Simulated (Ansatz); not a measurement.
Isomers of Na$_{3}$Li⁻ (doublet), relaxed with PBE0/def2-TZVPD; total energies from Ansatz at B3LYP/def2-TZVPD.

```tsv
isomer	description	energy (Eh)
A	point group C2v; 3 × Li–Na 3.23 to 3.33 Å; 2 × Na–Na 3.60 Å	-494.46481
B	point group C2v; 3 × Na–Na 3.56 to 3.60 Å; 2 × Li–Na 3.30 Å	-494.46061
```

B3LYP takes the VWN-RPA correlation.

A: The highest occupied level of the charge -1 doublet lies above zero (up to 0.19 eV). By energy differences its removal costs 0.89 eV (vertical, to the charge 0 singlet, at PBE0/def2-TZVPD). B: The highest occupied level of the charge -1 doublet lies above zero (up to 0.13 eV). It is a level of α spin, whose loss leaves a singlet; that state wasn't run at this geometry and level. The electron is either unbound and held by the finite basis, or the level is raised by self-interaction error.

The isomers come from a short search, and lower ones may exist.

Q: Work out the relative energies (1 Eh = 2625.5 kJ/mol) and the Boltzmann populations at 1200 K from electronic energies alone (R = 8.314 J/mol/K).

A: ΔE: A 0.0, B 11.0 kJ/mol. RT = 9.98 kJ/mol. Factors exp(−ΔE/RT): A 1, B 0.332; sum 1.332. Populations: A 75.1 %, B 24.9 %. Zero-point energy, vibrational entropy and symmetry numbers are left out and can shift these; an error of 4 kJ/mol changes a ratio by a factor of 1.5. Over the other density-functional and correlated levels in def2 sets, the gap between A and B ranges from 8 to 10 kJ/mol.
